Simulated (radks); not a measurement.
The numbers below are computed, except where a source is named.
All-electron atom: neutral cobalt in [Ar] 3d6 4s2 4p1 (not the ground configuration).

Level of theory: Dirac Kohn-Sham, LDA (Slater exchange, Perdew-Wang correlation), spin-unpolarised, spherical densities, finite nucleus; open shells fill j = l - 1/2 first; Fermi nuclear charge, rms radius 3.7875 fm (a radial shooting solver on a logarithmic mesh with Libxc functionals).

Energy parts (eV):
part                      energy
total                 -37836.364
kinetic                38389.116
electron-nucleus      -90606.712
Hartree                15921.455
exchange-correlation   -1540.223

Orbitals (lengths in bohr, moments of r in powers of bohr; <r^-3> diverges for s and p1/2; r(90%) holds 90 % of the orbital's charge):
orbital  occ.  eigenvalue (eV)      <r>  r(90%)  <r^-3>
1s1/2       2        -7582.924  0.05628   0.101       -
2s1/2       2        -905.5763   0.2559   0.397       -
2p1/2       2        -787.7749   0.2231   0.366       -
2p3/2       4        -772.9954   0.2262   0.370   533.9
3s1/2       2        -109.6732   0.7703    1.15       -
3p1/2       2         -74.4204   0.8019    1.24       -
3p3/2       4         -72.5181   0.8114    1.25   69.17
3d3/2       4         -15.4636   0.9782    1.68   6.593
3d5/2       2         -15.2495   0.9833    1.69   6.464
4s1/2       2          -7.9280    2.620    3.97       -
4p1/2       1          -2.7822    3.576    5.63       -
4p3/2       0          -2.6989    3.625    5.70   3.040

The highest occupied level is 4p1/2 at -2.782 eV. The electron density at the nucleus is 1.714e+04 e/bohr^3. The density falls to 0.001 e/bohr^3 at r = 4.63 bohr.
